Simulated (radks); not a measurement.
Spin polarisation of the 6p2 shell in Pb. Start: [Hg] 6p(up 1, down 1); electrons of 6p are moved from spin down to spin up, other shells keep equal spins. All-electron calculation, scalar-relativistic Kohn-Sham, PBE, spin-polarised, spherical densities, finite nucleus; Fermi nuclear charge, rms radius of each element as measured or else 0.836 A^(1/3) + 0.57 fm. Program: a radial shooting solver on a logarithmic mesh with Libxc functionals.

moment (Bohr magnetons) = 0: E - E(0) (eV) 0.000; e(6p up) (eV) -3.499; e(6p down) (eV) -3.499; 6s down minus up (eV) 0.000; 5d down minus up (eV) 0.000; 5p down minus up (eV) 0.000
moment (Bohr magnetons) = 0.5: E - E(0) (eV) -0.037; e(6p up) (eV) -3.639; e(6p down) (eV) -3.340; 6s down minus up (eV) 0.254; 5d down minus up (eV) 0.048; 5p down minus up (eV) 0.010
moment (Bohr magnetons) = 1: E - E(0) (eV) -0.149; e(6p up) (eV) -3.758; e(6p down) (eV) -3.162; 6s down minus up (eV) 0.508; 5d down minus up (eV) 0.097; 5p down minus up (eV) 0.021
moment (Bohr magnetons) = 1.5: E - E(0) (eV) -0.335; e(6p up) (eV) -3.858; e(6p down) (eV) -2.964; 6s down minus up (eV) 0.762; 5d down minus up (eV) 0.147; 5p down minus up (eV) 0.031
moment (Bohr magnetons) = 2: E - E(0) (eV) -0.598; e(6p up) (eV) -3.939; e(6p down) (eV) -2.709; 6s down minus up (eV) 1.017; 5d down minus up (eV) 0.197; 5p down minus up (eV) 0.042

At moment 2 the spin-polarisation energy is -0.598 eV and the 6p exchange splitting 1.230 eV, that is 0.615 eV per Bohr magneton; E = -I m^2/4 would give I = 0.598 eV.
